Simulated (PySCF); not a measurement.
Identify the unknown among the candidates.

All candidates are C5H12NP.

| technique | computed result |
| --- | --- |
| NMR, other nuclei | isotropic shieldings of nuclei other than C and H, by class: 235 (1 N), 280 (1 P) ppm [GIAO PBE0/pcSseg-1] |
| UV, first state | lowest singlet excitation: 4.84 eV (256 nm, f = 0.029) [TDDFT wB97X-D/def2-SVPD] |
| Rotational structure | rotational constants A, B, C: 2.803, 1.380, 1.025 GHz [GFN2-xTB] |
| 13C NMR | chemical shifts (computed TMS as zero) by class: 159.6 (1 C), 136.7 (1 C), 43.0 (1 C), 20.4 (1 C), 18.6 (1 C) ppm [GIAO PBE0/pcSseg-1] |
| Triplet | lowest triplet excitation (Tamm–Dancoff): 4.15 eV [TDA wB97X-D/def2-SVPD] |
| Dipole | 0.41 D [wB97X-D/def2-SVPD] |
| UV, strongest line | among the 8 lowest singlet transitions: S8 at 7.41 eV (167 nm, f = 0.195) [TDDFT wB97X-D/def2-SVPD] |

The electronic properties come from PySCF, for the isolated species, density fitting. Levels stand in brackets. Isolated species at its GFN2-xTB geometry (one conformer only). NMR classes are plain means over equivalent atoms (diastereotopic ones count apart unless rotation or inversion swaps them), as if these changed places fast.

Task: Which candidate is it?
A. `C=CP(N)CCC`
B. `C/C=P/N(C)CC`
C. `C[C@H]1C[P@](C)(=N)C1`
D. `C=CP(C)N(C)C`

Result: A. It is `C=CP(N)CCC`. Numbering: `[CH2:1]=[CH:2][P:3]([NH2:4])[CH2:5][CH2:6][CH3:7]`. 5 carbons fall into 5 classes; from least to most shielded: alkene CH carbon [C2] (159.6 ppm), terminal =CH2 carbon [C1] (136.7 ppm), sp3 carbon bound to phosphorus [C5] (43.0 ppm), chain CH2 carbon [C6] (20.4 ppm), methyl carbon [C7] (18.6 ppm). The other shieldings belong to: 235 ppm, nitrogen bonded to P and 2 H [N4]; 280 ppm, three-coordinate phosphorus [P3]. The optimised geometry has point group C1 and is an asymmetric top.

The others, at the same levels:
- `C/C=P/N(C)CC` fails: its computed 13C shifts are 150.5 (1 C), 54.9 (1 C), 39.9 (1 C), 18.3 (1 C), 17.5 (1 C) ppm and rotational constant A is 4.523 GHz (against 2.803 GHz).
- `C=CP(C)N(C)C` fails: it has 4 carbon classes against 5; its computed 13C shifts are 160.4 (1 C), 136.5 (1 C), 42.8 (2 C), 22.9 (1 C) ppm, strongest line among the 8 lowest singlet transitions is S6 at 6.99 eV (177 nm, f = 0.099) (against S8 at 7.41 eV) and rotational constant A is 3.130 GHz (against 2.803 GHz).
- `C[C@H]1C[P@](C)(=N)C1` fails: it has 4 carbon classes against 5; its computed 13C shifts are 51.0 (2 C), 26.4 (1 C), 22.3 (1 C), 18.2 (1 C) ppm, lowest singlet excitation is 6.17 eV (201 nm, f = 0.035) (against 4.84 eV) and lowest triplet excitation (Tamm–Dancoff) is 5.87 eV (against 4.15 eV).

Each candidate is one conformer, not necessarily the lowest. Dipoles, sizes and rotational constants follow the conformer. The torsions of the flexible species, by atom-mapped SMILES:
- `[CH2:1]=[CH:2][P:3]([NH2:4])[CH2:5][CH2:6][CH3:7]`: C1–C2–P3–N4 157°, C2–P3–C5–C6 73°, P3–C5–C6–C7 179°, H–N4–P3–C2 170°, H–N4–P3–C2 -72°
- `[CH3:1]/[CH:2]=[P:3]/[N:4]([CH3:5])[CH2:6][CH3:7]`: C2–P3–N4–C5 4°, P3–N4–C6–C7 92°
- `[CH2:1]=[CH:2][P:3]([CH3:4])[N:5]([CH3:6])[CH3:7]`: C1–C2–P3–C4 -116°, C2–P3–N5–C6 165°
